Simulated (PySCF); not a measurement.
Sn(Cl)2(NH2)2 (Cl2H4N2Sn), SMILES [Cl][Sn]([NH2])([Cl])[NH2]. The structure is a stationary point at r2SCAN-D4/def2-SVP. The structure was generated by enumeration; whether it is a known compound was not checked. The def2 effective core potentials stand for the cores of Sn; spin–orbit coupling is left out. One conformer was computed; it need not be the lowest.

The numbers are results of r2SCAN-D4/def2-SVP (PySCF 2.14.0), not measurements.

Harmonic wavenumbers (cm⁻¹): 90, 117, 118, 140, 147, 153, 240, 358, 377, 553, 558, 661, 667, 863, 871, 1529, 1531, 3501, 3501, 3607, 3607. Rotational constants (GHz): 1.953, 1.430, 1.190; symmetry number 2.

Question: Work out the zero-point energy and the ideal-gas rigid-rotor harmonic-oscillator thermochemistry at 298.15 K and 1 atm.

Answer: ZPE = ½ Σ hcν = ½ × 23189 cm⁻¹ = 138.70 kJ/mol. H − E(el) = 164.50 kJ/mol. Entropy in J/(mol K): translation 176.11, rotation 115.40, vibration 101.22, total 392.73. G − E(el) = 47.41 kJ/mol. Cp = 123.98 J/(mol K). Modes under 150 cm⁻¹ make the vibrational entropy uncertain.
